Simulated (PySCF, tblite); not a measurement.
Isomers of C4H5F2O2S (doublet state), one GFN2-xTB conformer each. Single-point energies are computed at B3LYP/pcH-1 (PySCF, gas phase, no added dispersion term), electronic only. GFN2-xTB treats the open shell by occupation alone, and not every SCF solution was tested for stability.

Question: Rank them by B3LYP/pcH-1 energy, lowest first (kJ/mol).
A. `[CH2:1][S@:2](=[O:3])[C:4](=[CH2:5])[O:6][CH:7]([F:8])[F:9]` (doublet state) with H–C1–S2–O3 -22° and -176°, C1–S2–C4–C5 -97°, S2–C4–O6–C7 -41°, C4–O6–C7–F8 180°
B. `[CH2:1]=[C:2]([O:3][C:4]([F:5])[F:6])[S@:7]([CH3:8])=[O:9]` (doublet state) with C1–C2–O3–C4 156°, C2–O3–C4–F5 -63°, C1–C2–S7–C8 103°

Answer: B (0.0), A (5.4).

Neighbours under 21 kJ/mol apart (C=C(O[C](F)F)[S@](C)=O and [CH2][S@](=O)C(=C)OC(F)F) can change places with a better method, another conformer or zero-point energy. GFN2-xTB itself gives, in the same order: 0.0, 26.6. Both levels put the same isomer lowest.

Question: What happens when harmonic zero-point energies from GFN2-xTB frequencies are added?

Answer: 
```
                  SMILES  ZPE (kJ/mol)  electronic (kJ/mol)  with ZPE (kJ/mol)
  C=C(O[C](F)F)[S@](C)=O         224.1                  0.0                0.0
[CH2][S@](=O)C(=C)OC(F)F         221.5                  5.4                2.8
```

The zero-point energies span 2.6 kJ/mol. The order is unchanged.

Question: As an exercise, what shares would exp(−E/RT) give at 500 K from these electronic energies alone (no entropy, no degeneracies)?

Answer: RT = 4.157 kJ/mol: C=C(O[C](F)F)[S@](C)=O 78.5 %, [CH2][S@](=O)C(=C)OC(F)F 21.5 %.
